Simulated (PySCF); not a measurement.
Molfile (atoms numbered from 1):
```
C6H14N2Si2
     RDKit          3D

 24 24  0  0  0  0  0  0  0  0999 V2000
    1.2348    2.4805   -0.9647 C   0  0  0  0  0  0  0  0  0  0  0  0
    0.8918    0.6920   -0.4864 Si  0  0  1  0  0  4  0  0  0  0  0  0
    2.5791   -0.2786    0.8237 Si  0  0  0  0  0  4  0  0  0  0  0  0
    2.2677   -1.9972    0.8112 N   0  0  0  0  0  0  0  0  0  0  0  0
   -0.7620    0.5581    0.4326 C   0  0  1  0  0  0  0  0  0  0  0  0
   -2.0110    0.6471   -0.4795 C   0  0  0  0  0  0  0  0  0  0  0  0
   -2.0879   -0.8984   -0.4511 C   0  0  2  0  0  0  0  0  0  0  0  0
   -3.3930   -1.5278   -0.3647 C   0  0  0  0  0  0  0  0  0  0  0  0
   -4.4398   -2.0162   -0.2771 N   0  0  0  0  0  0  0  0  0  0  0  0
   -1.1817   -0.8860    0.8045 C   0  0  0  0  0  0  0  0  0  0  0  0
    1.3446    3.1110   -0.0687 H   0  0  0  0  0  0  0  0  0  0  0  0
    0.4064    2.8857   -1.5672 H   0  0  0  0  0  0  0  0  0  0  0  0
    2.1590    2.5639   -1.5557 H   0  0  0  0  0  0  0  0  0  0  0  0
    0.7853   -0.1418   -1.7365 H   0  0  0  0  0  0  0  0  0  0  0  0
    3.9411    0.1456    0.3388 H   0  0  0  0  0  0  0  0  0  0  0  0
    2.4862    0.1721    2.2491 H   0  0  0  0  0  0  0  0  0  0  0  0
    2.7651   -2.5908    1.4675 H   0  0  0  0  0  0  0  0  0  0  0  0
    2.2030   -2.4589   -0.0905 H   0  0  0  0  0  0  0  0  0  0  0  0
   -0.7434    1.2715    1.2726 H   0  0  0  0  0  0  0  0  0  0  0  0
   -1.9162    1.1144   -1.4719 H   0  0  0  0  0  0  0  0  0  0  0  0
   -2.8710    1.0975    0.0382 H   0  0  0  0  0  0  0  0  0  0  0  0
   -1.5506   -1.3272   -1.3118 H   0  0  0  0  0  0  0  0  0  0  0  0
   -1.7824   -0.9148    1.7252 H   0  0  0  0  0  0  0  0  0  0  0  0
   -0.3995   -1.6577    0.8666 H   0  0  0  0  0  0  0  0  0  0  0  0
  1  2  1  0
  2  3  1  0
  3  4  1  0
  2  5  1  0
  5  6  1  0
  6  7  1  0
  7  8  1  0
  8  9  3  0
  7 10  1  0
 10  5  1  0
  1 11  1  0
  1 12  1  0
  1 13  1  0
  2 14  1  6
  3 15  1  0
  3 16  1  0
  4 17  1  0
  4 18  1  0
  5 19  1  1
  6 20  1  0
  6 21  1  0
  7 22  1  6
 10 23  1  0
 10 24  1  0
M  END
```

Geometry: PBE0-D3(BJ)/def2-SVP; GIAO absolute shieldings from PySCF 2.14.0 with density-fitted response routines, gas phase, non-relativistic, averaged over equivalent atoms.

At PBE0/pcSseg-1 (254 basis functions, 88 s wall time on 1 thread of an Arm Neoverse V2, shared host):
| atoms | σ (ppm) |
| --- | --- |
| C8 | 57.6 |
| C6 | 151.9 |
| C10 | 154.0 |
| C7 | 163.5 |
| C5 | 167.1 |
| C1 | 193.0 |
| Si2 | 387.2 |
| Si3 | 398.7 |
| N9 | -39.0 |
| N4 | 262.7 |
| H15 | 26.26 |
| H16 | 26.53 |
| H14 | 27.20 |
| H24 | 28.28 |
| H22 | 28.45 |
| H21 | 28.72 |
| H23 | 28.78 |
| H20 | 29.29 |
| H19 | 29.90 |
| H11/H12/H13 | 31.10 |
| H17/H18 | 31.41 |

Predict the values at wB97X-D/pcSseg-1 on the same geometry.

Results:


```json
{"atoms": "C8", "σ at wB97X-D/pcSseg-1": "56.8", "change": "-0.8"}
{"atoms": "C6", "σ at wB97X-D/pcSseg-1": "152.8", "change": "+0.9"}
{"atoms": "C10", "σ at wB97X-D/pcSseg-1": "154.8", "change": "+0.8"}
{"atoms": "C7", "σ at wB97X-D/pcSseg-1": "164.2", "change": "+0.7"}
{"atoms": "C5", "σ at wB97X-D/pcSseg-1": "168.7", "change": "+1.6"}
{"atoms": "C1", "σ at wB97X-D/pcSseg-1": "193.1", "change": "+0.1"}
{"atoms": "Si2", "σ at wB97X-D/pcSseg-1": "387.2", "change": "+0.0"}
{"atoms": "Si3", "σ at wB97X-D/pcSseg-1": "400.0", "change": "+1.3"}
{"atoms": "N9", "σ at wB97X-D/pcSseg-1": "-38.3", "change": "+0.7"}
{"atoms": "N4", "σ at wB97X-D/pcSseg-1": "262.5", "change": "-0.2"}
{"atoms": "H15", "σ at wB97X-D/pcSseg-1": "26.52", "change": "+0.26"}
{"atoms": "H16", "σ at wB97X-D/pcSseg-1": "26.73", "change": "+0.20"}
{"atoms": "H14", "σ at wB97X-D/pcSseg-1": "27.38", "change": "+0.18"}
{"atoms": "H24", "σ at wB97X-D/pcSseg-1": "28.45", "change": "+0.17"}
{"atoms": "H22", "σ at wB97X-D/pcSseg-1": "28.69", "change": "+0.24"}
{"atoms": "H21", "σ at wB97X-D/pcSseg-1": "28.91", "change": "+0.19"}
{"atoms": "H23", "σ at wB97X-D/pcSseg-1": "28.96", "change": "+0.18"}
{"atoms": "H20", "σ at wB97X-D/pcSseg-1": "29.45", "change": "+0.16"}
{"atoms": "H19", "σ at wB97X-D/pcSseg-1": "30.10", "change": "+0.20"}
{"atoms": "H11/H12/H13", "σ at wB97X-D/pcSseg-1": "31.24", "change": "+0.14"}
{"atoms": "H17/H18", "σ at wB97X-D/pcSseg-1": "31.49", "change": "+0.08"}
```

The largest change is at C5 (sp3 CH bonded to Si). Cost: 254 basis functions, 94 s wall time on 1 thread of an Arm Neoverse V2, shared host. The order of the carbon signals is the same at both levels.
